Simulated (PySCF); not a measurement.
# A geometry optimisation of AlB2FH4 with PBE0-D3(BJ)/def2-SVP

The starting geometry of this gas-phase singlet was optimised with r2SCAN-D4; its bonds are those of `B[BH][AlH][F]`.

```
atom    x (Å)    y (Å)    z (Å)
  Al  -0.0972  -0.8031  -1.5647
   B  -0.7370   1.9533  -1.6650
   B  -0.8473   0.8359  -2.7821
   F   0.4036  -0.4121  -0.0160
   H  -1.6046   2.1031  -0.8275
   H   0.3043   2.5395  -1.4471
   H  -1.1716   0.6140  -3.9189
   H   0.0275  -2.3374  -1.9504
```

Q: Predict what becomes of its bonds when it is optimised with PBE0-D3(BJ)/def2-SVP.

A: A new bond forms, giving a structure given below by its coordinates. Contacts that close: Al1–B2 (2.83 → 2.14 Å).

The energy falls by 0.28 eV over 53 steps:

```tsv
step	E − E(last) (eV)
1	0.283
7	0.276
13	0.216
18	0.189
24	0.133
30	0.017
36	0.001
41	0.000
47	0.000
53	0.000
```

Final geometry (Å):

```json
{"atom": "Al", "x (Å)": "-0.3402", "y (Å)": "-0.5076", "z (Å)": "-1.2081"}
{"atom": "B", "x (Å)": "-0.9012", "y (Å)": "1.5411", "z (Å)": "-1.4858"}
{"atom": "B", "x (Å)": "-0.7175", "y (Å)": "1.0855", "z (Å)": "-2.9402"}
{"atom": "F", "x (Å)": "1.2028", "y (Å)": "-0.9833", "z (Å)": "-1.6474"}
{"atom": "H", "x (Å)": "-2.0320", "y (Å)": "1.5812", "z (Å)": "-1.0468"}
{"atom": "H", "x (Å)": "0.0327", "y (Å)": "1.5855", "z (Å)": "-0.6854"}
{"atom": "H", "x (Å)": "-0.6318", "y (Å)": "0.7232", "z (Å)": "-4.0769"}
{"atom": "H", "x (Å)": "-1.1171", "y (Å)": "-1.4560", "z (Å)": "-0.2123"}
```

The end wasn't checked by frequencies. Run with PySCF 2.14.0, 4.5 min on 2 threads of Arm Neoverse V1 (shared host).
